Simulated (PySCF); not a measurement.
## O²⁺ (oxygen, charge +2) across methods

[He] 2s2 2p1 3d1, one real determinant (an excited configuration). Calculation: PySCF 2.14, in aug-cc-pCVQZ-DK (9s8p6d4f2g, 109 functions); the spin-free X2C one-electron Hamiltonian (Gaussian nucleus). The B2PLYP total includes its PT2 part (frozen core); its orbital energies are those of the SCF part.

| method | E (hartree) | mean ε 2s β (eV) | mean ε 2p α (eV) | mean ε 3d α (eV) | Σ⟨r²⟩ (bohr²) | ⟨S²⟩ |
| --- | --- | --- | --- | --- | --- | --- |
| PBE0 | -71.7924 | -69.469 | -59.217 | -12.744 | 12.40 | 2.001 |
| wB97X | -71.8495 | -72.167 | -61.562 | -14.510 | 12.38 | 2.001 |
| M06 | -71.8304 | -69.627 | -58.915 | -12.612 | 12.42 | 2.001 |
| B2PLYP | -71.8277 | -71.684 | -62.558 | -13.145 | 12.50 | 2.002 |
| PBE | -71.7912 | -67.107 | -56.194 | -12.214 | 12.32 | 2.001 |
| UHF | -71.66238 | -75.153 | -67.777 | -13.911 | 12.71 | 2.003 |
| r2SCAN | -71.8145 | -67.653 | -57.459 | -12.104 | 12.40 | 2.002 |
| LDA | -71.2825 | -66.827 | -55.861 | -11.906 | 12.28 | 2.000 |

⟨L²⟩ = 8.00 against 12 for a pure F term, so this real determinant mixes terms. The outer electron is Rydberg-like, and this basis confines it to a smaller radius and binds it less than a complete one would.
